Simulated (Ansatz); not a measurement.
The same path of BF2H + Cl (5 atoms, charge 0, multiplicity 2) was run twice with different band settings. Lost on the way: B1–H2. Made: H2–Cl5.

Computed with UKS BHLYP-D4/def2-SVP (Ansatz 0.2.0).

Relaxed end points:

```xyz
5
Properties=species:S:1:pos:R:3
B 0.000 0.000 -0.079
H 0.000 0.000 1.115
F 1.119 0.000 -0.746
F -1.119 0.000 -0.746
Cl 0.000 0.000 3.686
```

```xyz
5
Properties=species:S:1:pos:R:3
B 0.000 -0.006 -0.217
H 0.000 -0.010 1.914
F 1.133 0.005 -0.840
F -1.133 0.005 -0.840
Cl 0.000 0.005 3.212
```

Common settings: movable images 7; climbing image yes; spring 5.0 eV/Å²; start path through a guess of the saddle point; force threshold 0.05 eV/Å; iteration limit 60; end points relaxed.

| run | optimiser | largest step |
| --- | --- | --- |
| 1 | quadratic models (default) | default |
| 2 | fire | 0.5 Å |

**Question.** What does each run give, and how far can it be trusted?

**Answer.** Run 1: converged after 24 iterations, highest image 0.565 eV above the first end. The top lies less than 8 meV above the higher end, about what the thresholds resolve: that end is a shoulder or a very shallow well. A vibrational analysis at the climbing image gives one clearly imaginary mode, 113i cm⁻¹: a first-order saddle point.
Run 2: converged after 31 iterations, highest image 0.565 eV above the first end. The top lies less than 8 meV above the higher end, about what the thresholds resolve: that end is a shoulder or a very shallow well. Another band between the same ends (7 images) ends at a top of the same energy, where a vibrational analysis finds 1 clearly imaginary mode.
